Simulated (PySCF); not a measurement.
**Property card for As3H3 (cyclo-(AsH)3)**

Cyclo-(AsH)3.
Z-matrix (Å and degrees, PBE0-D3(BJ)/def2-SVP geometry), rows numbered from 1:
```
As
As  1  2.4429
As  2  2.4411  1   60.55
H   1  1.5275  2   91.59  3    94.09
H   2  1.5294  1   90.97  3    90.78
H   3  1.5276  1   94.22  2    88.99
```

**PBE0-D3(BJ)/def2-SVP geometry optimisation, gas phase (PySCF)**

| Property | Result |
| --- | --- |
| Point group | Cs |
| Rotational constants A, B, C | 2.177, 2.126, 1.108 GHz |

CAM-B3LYP/def2-SVPD ground state and vertical TDDFT (core frozen in the response) (PySCF):

| Quantity | Value |
| --- | --- |
| Dipole moment | 0.29 D |
| HOMO energy | -8.35 eV |
| LUMO energy | -0.14 eV |
| HOMO–LUMO gap | 8.21 eV |
| Lowest singlet excitation | 4.98 eV (249 nm, f = 0.002) |
| Strongest line among the 10 lowest singlet transitions | S10 at 6.18 eV (201 nm, f = 0.257) |
| Lowest triplet excitation (Tamm–Dancoff) | 4.02 eV |
| Static isotropic polarisability | 96.1 au |
| Electronic spatial extent ⟨r²⟩ about the centre of nuclear charge | 879 bohr² |

B3LYP/pcSseg-1 ground state and GIAO shieldings, non-relativistic (PySCF):

| Item | Value |
| --- | --- |
| 1H chemical shifts (computed TMS as zero) by class | 0.60 (H4/H5/H6) ppm |
| Isotropic shieldings of nuclei other than C and H, by class | 1894 (As1/As2/As3) ppm |

Monoisotopic mass from the formula: 227.7883 u.

S1 lies 3.23 eV below the HOMO–LUMO gap; its leading configuration is HOMO→LUMO, weight 0.66. The principal polarisabilities are 75.7, 106.2 and 106.6 au; their mean is the isotropic value. No computed singlet falls in the visible range (750 to 380 nm, 1.65 to 3.26 eV); S1 lies 1.72 eV above its blue end. The largest Löwdin shares of the HOMO are 0.35 on As2, 0.29 on As1 and 0.28 on As3. The vertical singlet–triplet gap S1 − T1 is 0.96 eV (TDDFT singlet less Tamm–Dancoff triplet; S1: HOMO→LUMO, weight 0.66; T1: HOMO→LUMO, weight 0.68). The dipole matches unit charges of opposite sign 0.06 Å apart (1 e·Å = 4.8032 D).

 Relativistic effects, spin–orbit coupling among them, are left out although an element past zinc is present. Atoms bound to As lack the heavy atom's spin–orbit term in their shielding, so their NMR values are less reliable. NMR classes are plain means over equivalent atoms (diastereotopic ones count apart unless rotation or inversion swaps them), as if these changed places fast; in this geometry the members of some classes differ.

For the TDDFT job (CAM-B3LYP/def2-SVPD), time: 22 s. Hardware: an x86-64 server with one thread, on a shared host.

One conformer stands for the species.
